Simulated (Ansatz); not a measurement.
## Telling isomers of CH4OSiTe apart by their spectra

These gas-phase data were calculated for one isomer of CH4OSiTe at PBE-D3(BJ)/def2-SVP (harmonic, unscaled wavenumbers; equilibrium rotational constants with average atomic masses):

| Quantity | Value |
| --- | --- |
| rotational constants | 25.01, 0.9878, 0.9562 GHz |
| all wavenumbers above 1500 cm⁻¹ | 3053, 3030, 2937, 2124 |
| dipole moment | 3.59 D (PBE0/def2-TZVPD) |

Candidates:

(1) `CO[SiH]=[Te]`, a singlet
(2) `C[Si](O)=[Te]`, a singlet

Which structure fits?

Candidate (1). No mode falls between 3300 and 4000 cm⁻¹, where the O–H stretch of (2) would stand.

The same quantities for all candidates:

```
     rotational constants (GHz)  wavenumbers above 1500 cm⁻¹  dipole (D)  E above the lowest, PBE-D3(BJ)/def2-SVP (kcal/mol)
(1)       25.01, 0.9878, 0.9562       3053, 3030, 2937, 2124        3.59                                                20.0
(2)         7.073, 1.396, 1.175       3716, 3104, 3064, 2971        4.56                                                 0.0
```

Each candidate is one conformer. Atoms past krypton carry core potentials. Programs: Ansatz 0.2.0.
